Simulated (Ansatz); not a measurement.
H3BrOSi (SMILES O[SiH2]Br), singlet, geometry from GFN2-xTB, atoms displaced at random by about 0.03 Å a coordinate; Ansatz (a quantum-chemistry and plane-wave program) with HF/6-31G, gradient.

The Ansatz input:
Ansatz 0.2 input:
```yaml
crystal:
  periodic: [false, false, false]
  atoms:
    - {symbol: Si, position_ang: [0.36445862, -1.11010775, -0.23854870]}
    - {symbol: O, position_ang: [1.92064539, -0.86268278, -0.51818887]}
    - {symbol: Br, position_ang: [-0.61391849, 0.81075497, 0.21749341]}
    - {symbol: H, position_ang: [-0.15735717, -1.64585100, -1.53508500]}
    - {symbol: H, position_ang: [0.07069563, -1.98421029, 0.93005375]}
    - {symbol: H, position_ang: [2.48934166, -0.37435560, -0.00191954]}
basis:
  gaussian:
    orbitals: 6-31G
hamiltonian:
  xc: hf
output: {forces: true}
```

Write the output that Ansatz gives for this input, abridged.


```
Functional definition: HF
571 factors; integrals over basis functions are off by at most 5.2e-4 eV
mean field evaluation 1: about -79932.7886 eV, gradient 3.1e1 eV
mean field evaluation 2: about -79932.7945 eV, gradient 3.1e1 eV
mean field evaluation 4: about -79934.8189 eV, gradient 1.8e0 eV
mean field evaluation 8: about -79934.8315 eV, gradient 7.1e-5 eV
mean field -79934.83151984 eV, -2937.5508765793 hartree, gradient 2.6e-5 eV, S^2 0.000000; 0 other end points of the search recorded, 0 dependent functions left out
the calculation of the forces begins
reference -79934.83151984 eV, -2937.5508765793 hartree; 30, 30 occupied and 27, 27 virtual orbitals, 571 factors
Total energy: -79934.83151984 eV, -2937.5508765793 hartree
Atom 0 at     0.364459    -1.110108    -0.238549 Å, force    -2.979001    -2.661165    -0.704389 eV/Å
Atom 1 at     1.920645    -0.862683    -0.518189 Å, force     1.821131    -0.385963    -1.071453 eV/Å
Atom 2 at    -0.613918     0.810755     0.217493 Å, force    -0.973493     1.789706     0.423462 eV/Å
Atom 3 at    -0.157357    -1.645851    -1.535085 Å, force    -0.076087     0.086402     0.478997 eV/Å
Atom 4 at     0.070696    -1.984210     0.930054 Å, force     0.129483     0.022516    -0.109256 eV/Å
Atom 5 at     2.489342    -0.374356    -0.001920 Å, force     2.077966     1.148504     0.982639 eV/Å
Dipole moment:     0.183211    -0.286587     0.231684 e Å
```
